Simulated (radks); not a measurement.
Results of a calculation; reference values are marked as such.
Task: Coulomb parameter of the 4f shell of the gadolinium ion Gd+ in the model configuration [Xe] 4f5.5 5d1 6s1 6p1.5, as a second difference U = [E(n + 1) + E(n - 1) - 2 E(n)] / (1)^2 with all orbitals relaxed. "Bare": the charge of the atom changes with n. "Screened": the 6p shell takes up the change at fixed total charge, which measures U(4f,4f) + U(6p,6p) - 2 U(4f,6p). Code: a radial shooting solver on a logarithmic mesh with Libxc functionals. Model: scalar-relativistic Kohn-Sham, LDA (Slater exchange, Perdew-Wang correlation), spin-unpolarised, spherical densities, finite nucleus; Fermi nuclear charge, rms radius 5.1569 fm. Estimate both.

Result: U(bare) = 17.972 eV, U(screened by 6p) = 10.340 eV, against the Slater integral F0(4f,4f) = 31.835 eV with frozen orbitals.
